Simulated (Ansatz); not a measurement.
Start from `C=CS[SiH3]` and change one atom or group to get `C=CS[SiH2]N`.

Ansatz, PBE0-D4/def2-TZVP geometries, multiplicity 1. Each molecule was computed in one conformer, which needn't be the lowest.

| property | `C=CS[SiH3]` |
| --- | --- |
| HOMO energy (ωB97M-V/def2-TZVPP) / eV | -8.86 |
| size of the dipole moment (ωB97M-V/def2-TZVPP) / D | 1.03 |
| size of the dipole moment (PBE/def2-TZVPP) / D | 0.96 |
| HOMO–LUMO gap (PBE/def2-TZVPP) / eV | 4.33 |
| HOMO energy (PBE0/def2-TZVPP) / eV | -6.76 |
| HOMO–LUMO gap (PBE0/def2-TZVPP) / eV | 6.36 |

(1) Give the same properties after the change, and the shifts. (An estimate is asked.)

Answers

(1) Ansatz gave: 
```csv
property,`C=CS[SiH2]N`,shift
HOMO energy (ωB97M-V/def2-TZVPP) / eV,-8.67,0.19
size of the dipole moment (ωB97M-V/def2-TZVPP) / D,1.94,0.91
size of the dipole moment (PBE/def2-TZVPP) / D,1.92,0.96
HOMO–LUMO gap (PBE/def2-TZVPP) / eV,4.31,-0.02
HOMO energy (PBE0/def2-TZVPP) / eV,-6.56,0.20
HOMO–LUMO gap (PBE0/def2-TZVPP) / eV,6.35,-0.01
```

Dipoles are sizes alone; their direction can turn.
